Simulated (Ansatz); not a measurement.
Reaction (cleavage of the B–Sb bond): `N[B]([SiH3])[SbH2]` + CH₃OH → `COB(N)[SiH3]` + stibine

Isolated molecules relaxed with PBE0-D4/def2-TZVP in Ansatz; ΔE leaves out vibrations. CCSD(T)/CBS is the MP2 limit (def2-TZVPP, def2-QZVPP) plus CCSD(T) − MP2 in def2-TZVPP, frozen cores. This one scheme is used for every species. Functionals use def2-TZVPP. B3LYP here is the variant with VWN-RPA as its local correlation; programs differ in this. Elements past krypton have def2 core potentials. For Sb outer-core shells are correlated without core-valence functions, which leaves a few kJ/mol of doubt a bond. One conformer a species, not always the lowest.

(1) Is it downhill or uphill in electronic energy at CCSD(T)/CBS, and by how much? (Best estimate.)

(2) What do these levels give: PBE0-D4, B3LYP-D4, ωB97M-V, B2PLYP, PBE, r2SCAN, B3LYP, MP2/def2-TZVPP, SCS-MP2/def2-TZVPP, CCSD(T)/def2-TZVPP, HF/def2-QZVPP, MP2/CBS(def2)? (An estimate is asked.)

Largest T1 diagnostic among the species: 0.014.

## Answers

(1) The calculation gave: Downhill: ΔE = -22.8 kcal/mol.

(2) The calculation gave: PBE0-D4 -23.9, B3LYP-D4 -26.0, ωB97M-V -26.2, B2PLYP -25.9, PBE -24.0, r2SCAN -26.0, B3LYP -26.8, MP2/def2-TZVPP -23.2, SCS-MP2/def2-TZVPP -24.4, CCSD(T)/def2-TZVPP -24.6, HF/def2-QZVPP -28.9, MP2/CBS(def2) -21.3 kcal/mol.

In def2-TZVPP, CCSD(T) changes the Hartree–Fock value by +4.2 kcal/mol (the triples alone add +0.6 kcal/mol) and MP2 by +5.6 kcal/mol. The D4 term adds +0.8 kcal/mol with B3LYP and +0.4 kcal/mol with PBE0; it sums over pairs of atoms, weighted by their polarisabilities, and B3LYP, whose exchange is more repulsive, gets the larger term.
